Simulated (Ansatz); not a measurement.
Geometry optimisation, RKS PBE0/6-31G in Ansatz.

Input:

```yaml
crystal:
  periodic: [false, false, false]
  atoms:
    - { symbol: C, position_ang: [0.1499, -1.5845, -0.3026] }
    - { symbol: "N", position_ang: [0.6889, -0.2811, 0.1605] }
    - { symbol: Al, position_ang: [2.1537, 0.2157, -0.9964] }
    - { symbol: C, position_ang: [-0.2216, 0.8209, 0.3811] }
    - { symbol: "N", position_ang: [-1.1966, 0.9982, -0.7738] }
    - { symbol: F, position_ang: [0.3641, 2.0193, 0.6316] }
    - { symbol: Al, position_ang: [-1.3347, 0.4958, 2.0731] }
    - { symbol: H, position_ang: [-0.1865, -1.4447, -1.3813] }
    - { symbol: H, position_ang: [0.8539, -2.3398, -0.1921] }
    - { symbol: H, position_ang: [-0.7634, -1.8356, 0.3334] }
    - { symbol: H, position_ang: [3.3681, -0.82, -1.2036] }
    - { symbol: H, position_ang: [2.2257, 1.6495, -1.6814] }
    - { symbol: H, position_ang: [-0.6891, 1.1206, -1.6506] }
    - { symbol: H, position_ang: [-1.8651, 0.1977, -0.8413] }
    - { symbol: H, position_ang: [-1.2688, 1.5176, 3.2816] }
    - { symbol: H, position_ang: [-2.3015, -0.7523, 2.2062] }
basis:
  gaussian: { orbitals: "6-31G" }
hamiltonian:
  xc: pbe0
relax:
  f_tol: 0.015
  max_steps: 40
output:
  orbitals: {}
```

Run as:

```bash
$ ansatz run input.yaml --threads 1 --pin off --max-ram 2048MiB --backend cpu --events-out ev --progress --plain --runs-dir out
```

Task: Where does it end, and by what steps?

Result: The run converged. Limits of this set-up: no polarisation functions. After 26 steps the energy has fallen by 1.920 eV; H13 moved furthest, 1.92 Å. Joined: N5–Al7.

```json
{"step": "0", "energy less start (eV)": "0.0000", "largest force component (eV/Å)": "4.685", "accepted": "yes"}
{"step": "1", "energy less start (eV)": "-0.7666", "largest force component (eV/Å)": "1.523", "accepted": "yes"}
{"step": "2", "energy less start (eV)": "-1.0394", "largest force component (eV/Å)": "0.612", "accepted": "yes"}
{"step": "3", "energy less start (eV)": "-1.1850", "largest force component (eV/Å)": "0.677", "accepted": "yes"}
{"step": "4", "energy less start (eV)": "-1.2811", "largest force component (eV/Å)": "0.648", "accepted": "yes"}
{"step": "5", "energy less start (eV)": "-1.3600", "largest force component (eV/Å)": "0.304", "accepted": "yes"}
{"step": "6", "energy less start (eV)": "-1.4487", "largest force component (eV/Å)": "0.580", "accepted": "yes"}
{"step": "7", "energy less start (eV)": "-1.5641", "largest force component (eV/Å)": "0.650", "accepted": "yes"}
{"step": "8", "energy less start (eV)": "-1.6409", "largest force component (eV/Å)": "0.608", "accepted": "yes"}
{"step": "9", "energy less start (eV)": "-1.7134", "largest force component (eV/Å)": "0.429", "accepted": "yes"}
{"step": "10", "energy less start (eV)": "-1.7610", "largest force component (eV/Å)": "0.581", "accepted": "yes"}
{"step": "11", "energy less start (eV)": "-1.7916", "largest force component (eV/Å)": "0.691", "accepted": "yes"}
{"step": "12", "energy less start (eV)": "-1.8162", "largest force component (eV/Å)": "0.689", "accepted": "yes"}
{"step": "13", "energy less start (eV)": "-1.8354", "largest force component (eV/Å)": "0.487", "accepted": "yes"}
{"step": "14", "energy less start (eV)": "-1.8601", "largest force component (eV/Å)": "0.371", "accepted": "yes"}
{"step": "15", "energy less start (eV)": "-1.8772", "largest force component (eV/Å)": "0.226", "accepted": "yes"}
{"step": "16", "energy less start (eV)": "-1.8964", "largest force component (eV/Å)": "0.171", "accepted": "yes"}
{"step": "17", "energy less start (eV)": "-1.9048", "largest force component (eV/Å)": "0.183", "accepted": "yes"}
{"step": "18", "energy less start (eV)": "-1.9108", "largest force component (eV/Å)": "0.181", "accepted": "yes"}
{"step": "19", "energy less start (eV)": "-1.9149", "largest force component (eV/Å)": "0.074", "accepted": "yes"}
{"step": "20", "energy less start (eV)": "-1.9163", "largest force component (eV/Å)": "0.080", "accepted": "yes"}
{"step": "21", "energy less start (eV)": "-1.9180", "largest force component (eV/Å)": "0.074", "accepted": "yes"}
{"step": "22", "energy less start (eV)": "-1.9170", "largest force component (eV/Å)": "0.253", "accepted": "no"}
{"step": "23", "energy less start (eV)": "-1.9193", "largest force component (eV/Å)": "0.036", "accepted": "yes"}
{"step": "24", "energy less start (eV)": "-1.9196", "largest force component (eV/Å)": "0.036", "accepted": "yes"}
{"step": "25", "energy less start (eV)": "-1.9198", "largest force component (eV/Å)": "0.016", "accepted": "yes"}
{"step": "26", "energy less start (eV)": "-1.9198", "largest force component (eV/Å)": "0.006", "accepted": "yes"}
```

```xyz
16
Properties=species:S:1:pos:R:3
C 0.563 -1.825 0.241
N 0.608 -0.438 -0.245
Al 1.853 0.125 -1.464
C -0.091 0.499 0.528
N -1.019 1.404 -0.289
F 0.845 1.457 1.125
Al -1.930 0.445 1.304
H -0.454 -2.230 0.177
H 1.219 -2.448 -0.375
H 0.900 -1.895 1.282
H 2.868 -0.998 -1.990
H 1.745 1.625 -2.016
H -0.788 2.392 -0.220
H -1.159 1.103 -1.249
H -2.289 1.487 2.466
H -2.894 -0.726 0.770
```

Time of the run: 7 min on 1 thread of Arm Neoverse N1, with other jobs on the host, peak memory 0.26 GiB.
